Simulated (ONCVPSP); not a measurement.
# Transferability test, ONCV potential for silicon

- Element: Si (Z = 14)
- Generator: ONCVPSP 4.0.1
- Type: optimised norm-conserving Vanderbilt (ONCV)
- Functional: PBEsol
- Relativity: scalar-relativistic
- Frozen core: [Ne]
- Valence charge: 4
- Reference configuration: 3s1.75 3p2.25
- Partial waves: 3s: rc 1.80 bohr, ncon 4, nbas 9, qcut 3.3 1/bohr, 2 projectors, debl 3.4 Ha; 3p: rc 1.65 bohr, ncon 5, nbas 9, qcut 5.4 1/bohr, 2 projectors, debl 3.1 Ha
- Local potential: polynomial inside 1.60 bohr (lpopt 5, dvloc0 6 Ha)
- Core correction: Teter function, fcfact 3.5, rcfact 1.05

Energies are relative to the spin-unpolarised reference configuration 3s1.75 3p2.25; without spin polarisation the order of configurations can differ from experiment.

```tsv
valence configuration	charge	ΔE all-electron (eV)	error AE − PS (meV)
3s2 3p2	0	-1.683	-0.1
3s2 3p1	+1	6.030	-0.6
3s2 3p0	+2	21.993	+3.4
```

(1) What are ΔE and the potential's error for 3s1 3p2?

Levels in the configuration 3s2 3p1:

```
level  all-electron (eV)  pseudo (eV)
   3s            -18.987      -18.983
   3p            -11.627      -11.626
```

## Answers

(1) ΔE = 13.439 eV all-electron; the error (AE − PS) is -1.3 meV.
